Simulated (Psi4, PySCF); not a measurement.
Psi4 was given this input:
```
memory 2 GB

molecule {
0 1
  C    -0.01298196    0.00392095   -1.25022897
  Si    0.00669850   -0.00202315    0.64510011
  H    -0.01147190   -1.00712268   -1.64830101
  H    -0.89650587    0.50641306   -1.63436438
  H     0.85673226    0.51618733   -1.65253877
  H     0.00413621    1.37681588    1.13946736
  H    -1.17977102   -0.70041180    1.14524608
  H     1.21099302   -0.68708334    1.12046299
}

set basis 6-31g*
set freeze_core true
set mp2_type conv
set scf_type pk
set puream true
set d_convergence 1e-8

energy('ccsd(t)')
print_variables()
```

Question: Give the equivalent PySCF input.

Answer: This is not unique; one that fits is 
```python
from pyscf import gto, scf, cc

mol = gto.Mole()
mol.atom = '''
    C    -0.01298196    0.00392095   -1.25022897
    Si    0.00669850   -0.00202315    0.64510011
    H    -0.01147190   -1.00712268   -1.64830101
    H    -0.89650587    0.50641306   -1.63436438
    H     0.85673226    0.51618733   -1.65253877
    H     0.00413621    1.37681588    1.13946736
    H    -1.17977102   -0.70041180    1.14524608
    H     1.21099302   -0.68708334    1.12046299
'''
mol.basis = '6-31g*'
mol.verbose = 4
mol.build()

mf = scf.RHF(mol)
mf.kernel()

mycc = cc.CCSD(mf, frozen=6)
mycc.kernel()
et = mycc.ccsd_t()
print('E(CCSD(T)) = %.10f' % (mycc.e_tot + et))
```

Both were run: Psi4 gave -330.523872 Eh and PySCF -330.523872 Eh, 0.000 mEh apart.
